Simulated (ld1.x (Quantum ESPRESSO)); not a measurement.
rhenium, TM: configuration errors across variants

rhenium (Re), norm-conserving Troullier–Martins (Kleinman–Bylander form), made with ld1.x (Quantum ESPRESSO) 7.5 (PBE, fully relativistic). Core [Kr] 4d10 4f14, reference 5s2 5p6 5d5 6s0 6p0 (charge +2). Waves: 5s (bound): rc 1.15 bohr; 5p (bound): rc 1.40 bohr; 5d (bound): rc 1.80 bohr. Local part: the d channel. Core correction: Bessel-smoothed model core, default radius (core density twice the valence density).

Open shells are filled in proportion to 2j + 1 (rel_dist='average').

All-electron excitation energies from the reference (eV): (1) 5s2 5p6 5d4 6s0 6p0 27.119; (2) 5s2 5p6 5d5 6s0 6p2 -15.801; (3) 5s2 5p6 5d6 6s0 6p0 -16.179.

The default core radius of the base comes out at 0.82 bohr.

Tests that are not counted but printed errors over 1 eV. “base”: 5s2 5p6 5d5 6s2 6p0 (solver errors, printed error -2074 eV); 5s2 5p5 5d5 6s2 6p0 (solver errors, printed error -15.7 eV); 2 more. “core correction Bessel-smoothed model core inside 1.40 bohr”: 5s2 5p6 5d5 6s2 6p0 (solver errors, printed error -2072 eV); 5s2 5p5 5d5 6s2 6p0 (solver errors, printed error -15.7 eV); 2 more. “wave 5p (bound): rc 1.40 bohr becomes 5p (bound): rc 1.44 bohr”: 5s2 5p6 5d5 6s2 6p0 (solver errors, printed error -2075 eV); 5s2 5p5 5d5 6s2 6p0 (solver errors, printed error -15.7 eV); 2 more.

2 further variants failed, have other tests or too few solved ones, and are left out.

A true bound ghost makes a file unfit for plane-wave use even where its test errors are small: the radial tests pick states by their node count and pass the ghost by. Where a test does run into it, the solver fails or the error is huge.

The file “base” misses its own reference levels by 0.6 eV. The file “core correction Bessel-smoothed model core inside 1.40 bohr” misses its own reference levels by 0.6 eV. The file “wave 5p (bound): rc 1.40 bohr becomes 5p (bound): rc 1.44 bohr” misses its own reference levels by 0.6 eV. The file “wave 5s (bound): rc 1.15 bohr becomes 5s (bound): rc 1.70 bohr” misses its own reference levels by 0.6 eV.

Errors AE − PS in meV (a dash: test not solved or not reliable):

```csv
change,(1),(2),(3),bound ghosts
base,+6.3,+39,-16,s
core correction Bessel-smoothed model core inside 1.40 bohr,+6.1,+39,-16,s
wave 5p (bound): rc 1.40 bohr becomes 5p (bound): rc 1.44 bohr,+6.4,+42,-16,s
wave 5s (bound): rc 1.15 bohr becomes 5s (bound): rc 1.70 bohr,+6.3,+39,-16,none
```

Give the same row for: local potential the p channel.

-7.9, +31, -2.9; bound ghosts: not determined.
